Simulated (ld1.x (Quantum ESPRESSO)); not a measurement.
# Building the PAW potential for chlorine (Cl) (PBE, scalar-relativistic).

ld1.x (Quantum ESPRESSO) 7.5 was run on this input:

```
&input
   title='Cl', zed=17., rel=1, dft='PBE', iswitch=3,
   config='[Ne] 3s2 3p4.75 3d-2',
   nld=3, rlderiv=1.40, eminld=-4.0, emaxld=5.0, deld=0.02
 /
 &inputp
   pseudotype=3, lpaw=.true., tm=.true., lloc=-1, rcloc=0.90,
   nlcc=.true.,
   which_augfun='GAUSS', rmatch_augfun=0.85,
   file_pseudopw='Cl.UPF', file_wfcaegen='ae.wfc', file_wfcncgen='nc.wfc', file_beta='beta', file_chi='chi', file_wfcusgen='us.wfc'
 /
5
3S  1  0   2.00   0.00  1.05  1.20  0.0
3S  1  0   0.00  -0.75  1.05  1.20  0.0
3P  2  1   4.75   0.00  1.10  1.20  0.0
3P  2  1   0.00   0.55  1.10  1.20  0.0
3D  3  2  -2.00   0.05  1.05  1.30  0.0
 &test
   configts(1)='3s2 3p4.75'
 /
```

Command:

```bash
ld1.x < Cl.in > Cl.out
```

The program printed (shortened: banner, matrices, multipoles, cross overlaps and the repeated all-electron block are left out):

```
[... start of the log left out ...]
     s(2S/2S) =  1.000000  <r> =   0.4442  <r2> =    0.2344  r(max) =   0.3603
     s(2P/2P) =  1.000000  <r> =   0.4069  <r2> =    0.2063  r(max) =   0.3025
     s(3S/3S) =  1.000000  <r> =   1.5245  <r2> =    2.7005  r(max) =   1.2735
     s(3P/3P) =  1.000000  <r> =   1.8046  <r2> =    3.9041  r(max) =   1.4252

     ------------------------ End of All-electron run ------------------------

     --------------------- Generating PAW atomic setup --------------------

      Generating local potential from pseudized AE potential:
      Matching radius rcloc =   0.9000

      Local pseudo, rcloc= 0.897 Estimated cut-off energy=    29.32 Ry

      Computing core charge for nlcc:

       r > 0.79 : true rho core
       r < 0.79 : rho core = a sin(br)/r    a=   7.53  b=   3.40

      Integrated core pseudo-charge :   2.26
      Wfc-us  3S rcutus= 1.211  Estimated cut-off energy=    29.67 Ry
      Wfc-us  3S rcutus= 1.211  Estimated cut-off energy=    31.03 Ry
      Wfc-us  3P rcutus= 1.211  Estimated cut-off energy=    49.53 Ry
      Wfc-us  3P rcutus= 1.211  Estimated cut-off energy=    51.55 Ry
      Wfc-us  3D rcutus= 1.306  Estimated cut-off energy=    62.82 Ry

     Required augmentation: GAUSS   radius:    0.850000
     Message from routine us2paw:
     GAUSS augmentation functions are ususally harder than BESSEL; use BESSEL instead unless you have discontinuity in local potential

 %%%%%%%%%%%%%%%%%%%%%%%%%%%%%%%%%%%%%%%%%%%%%%%%%%%%%%%%%%%%%%%%%%%%%%%%%%%%%%
     Error in routine new_paw_hamiltonian (1):
     negative rho
 %%%%%%%%%%%%%%%%%%%%%%%%%%%%%%%%%%%%%%%%%%%%%%%%%%%%%%%%%%%%%%%%%%%%%%%%%%%%%%

     stopping ...
```

The run stopped because the spherical valence density built from the smooth waves and the augmentation charge turned negative at some radius.

The run took about 0.13 s on one core of a shared server CPU.
